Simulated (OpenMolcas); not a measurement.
## Te+: Slater's ratio, thermal populations, worked from levels

| Quantity | Value |
| --- | --- |
| Program | OpenMolcas 26.06 |
| Basis | ANO-R2 [7s6p4d2f1g] |
| Scalar Hamiltonian | X2C, finite nucleus |
| Active space | 5 electrons in 9 orbitals (RAS2 5s 5p; RAS3 5d, at most 2 electrons) |
| State averaging | 2S+1 = 4 odd, 1 root; 2S+1 = 2 odd, 8 roots; 2S+1 = 4 even, 3 roots; 2S+1 = 2 even, 9 roots |
| Spin-orbit coupling | RASSI with atomic mean-field integrals over the reference wave functions, term energies averaged over their components |

Methods: RASSCF; SS-RASPT2, IPEA 0.25 Eh, imaginary shift 0.1 Eh (closed shells correlated: 4d). Measured levels: NIST Handbook of Basic Atomic Spectroscopic Data.

**Slater's ratio.** With one set of orbitals, p3 has 2D* - 4S* = 9 F2 and 2P* - 2D* = 6 F2 (F2 = F²/25), a ratio of 2/3. Term energies are centres of gravity, weighted by 2J + 1.

```
   Source  2D* - 4S*  2P* - 4S*  F2 from the first  Ratio
   RASSCF      14760      25579               1640  0.733
SS-RASPT2      12442      23478               1382  0.887
 measured      11542      22870               1282  0.981
```

Energies in cm-1. A ratio away from 2/3 shows effects beyond one configuration with one set of orbitals, and in heavier atoms second-order spin-orbit shifts.

**Thermal populations.** Z = Σ (2J + 1) exp(-E/kT) with k = 0.695035 cm-1/K, over the levels below. No other level of either list lies under 78000 cm-1, which is above 7 kT at each temperature.

| Level | 2J + 1 | SS-RASPT2 | measured |
| --- | --- | --- | --- |
| 5s2 5p3 4S* 3/2 | 4 | 0.0 | 0.0 |
| 5s2 5p3 2D* 3/2 | 4 | 11380 | 10222 |
| 5s2 5p3 2D* 5/2 | 6 | 13150 | 12422 |
| 5s2 5p3 2P* 1/2 | 2 | 21790 | 20547 |
| 5s2 5p3 2P* 3/2 | 4 | 24320 | 24032 |
| 5s 5p4 4P 5/2 | 6 | 73180 | 71193 |
| 5s 5p4 4P 3/2 | 4 | 76650 | 74893 |

| T (K) | Z, SS-RASPT2 | Z, measured levels | Ground level (%), SS-RASPT2 | Ground level (%), measured levels |
| --- | --- | --- | --- | --- |
| 5000 | 4.295 | 4.389 | 93.1 | 91.1 |
| 8000 | 5.171 | 5.382 | 77.4 | 74.3 |
| 12000 | 6.627 | 6.924 | 60.4 | 57.8 |

At 12000 K, kT = 8340 cm-1, and the computed levels give Z = 4.000 + 1.022 + 1.240 + 0.147 + 0.217 + 0.001 + 0.000 = 6.627.

The run also gave levels led by 5s2 5p2 5d, which use shells meant for correlation; these and all levels above them are left out. Some terms mix strongly with configurations of 5d, whose occupation reaches 0.28 (5s 5p4 4P, 5s 5p4 2D). Computed and measured levels are paired by configuration, term and J; levels that our copy of the source lacks, or whose pairing is in doubt (as where it misses far off the trend of its configuration), stay unpaired and out of the deviations. Levels of configurations outside the active space are missing.

* marks odd parity.
